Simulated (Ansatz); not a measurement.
Species: sum formula HPO, net charge 0, singlet state. 
Coordinates optimised at B3LYP-D3(BJ)/def2-TZVP (Ansatz, a first-principles code):
SMILES: O=P
```xyz
3

P     -0.0445    -0.0418    -0.4790
O     -0.0789     0.0248     1.0025
H      1.2993     0.4287    -0.8354
```
Charge 0, spin multiplicity 1.

Quantity: vertical electron affinity (to the doublet state of charge -1; a negative value means that the extra electron is unbound and the number depends on the basis; each state is the SCF solution reached for its spin; for the singlet the Hartree-Fock reference is unstable and T1 is 0.019), in eV. Cores are frozen in the correlated levels unless marked. UHF or UKS for open shells. No spin-orbit coupling. No relativistic terms. Anions need diffuse functions: aug- sets have them; def2-D sets add few. CBS(X,Y): correlation extrapolated as X^-3; Hartree-Fock from the larger set.

```json
[
 {"level": "CAM-B3LYP/def2-TZVPD", "program": "Ansatz", "vertical electron affinity (eV)": "1.04"},
 {"level": "MP2/aug-cc-pV(T+d)Z", "program": "Ansatz", "vertical electron affinity (eV)": "0.79"},
 {"level": "RI-MP2/aug-cc-pV(Q+d)Z", "program": "Ansatz", "vertical electron affinity (eV)": "0.83"},
 {"level": "RI-MP2/def2-TZVPPD", "program": "Ansatz", "vertical electron affinity (eV)": "0.67"}
]
```

Question: Predict the CCSD(T)/CBS(aug-cc-pV(T+d)Z,aug-cc-pV(Q+d)Z) result (Ansatz).

Answer: 0.93 eV, so RI-MP2/def2-TZVPPD differs from it by -0.26 eV.
